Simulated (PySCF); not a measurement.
# W(OH)₃: double against triple zeta

Base calculation in PySCF with density fitting and no spin–orbit coupling, PBE0/def2-SVP (scalar-relativistic core potentials): quartet, C3v, O–H 0.966 Å (×3), W–O 1.910 Å (×3); H–O–W 122.7° (×3), O–W–O 119.9° (×3); wavenumbers 161, 171 (×2), 394, 462 (×2), 680 (×2), 696 (×2), 710, 713, 3843 (×2), 3847 cm⁻¹; dipole moment 3.73 D, polar-tensor charge of W 1.49 e, atomisation energy (no zero-point energy) 2681 kJ/mol.

Q: What changes on going to PBE0/def2-TZVP (scalar-relativistic core potentials)?

A: The point group stays the same. Changes: mean bond to W -0.003 Å, highest wavenumber -12 cm⁻¹, lowest wavenumber -10 cm⁻¹, dipole moment -0.21 D, polar-tensor charge of W 0.00 e, atomisation energy (no zero-point energy) +3 kJ/mol. The new structure has O–H 0.962 Å (×3), W–O 1.907 Å (×3); H–O–W 121.7° (×3), O–W–O 119.8° (×3), with wavenumbers 151, 173 (×2), 395, 459 (×2), 679 (×2), 705, 708 (×2), 733, 3832 (×2), 3835 cm⁻¹.

Spin–orbit coupling can matter for W(OH)₃ and is left out. Open d or f shells are single determinants, so the state found may not be the ground state. Only the bonding shown was studied: isomers, or loss of a ligand pair, can lie lower.
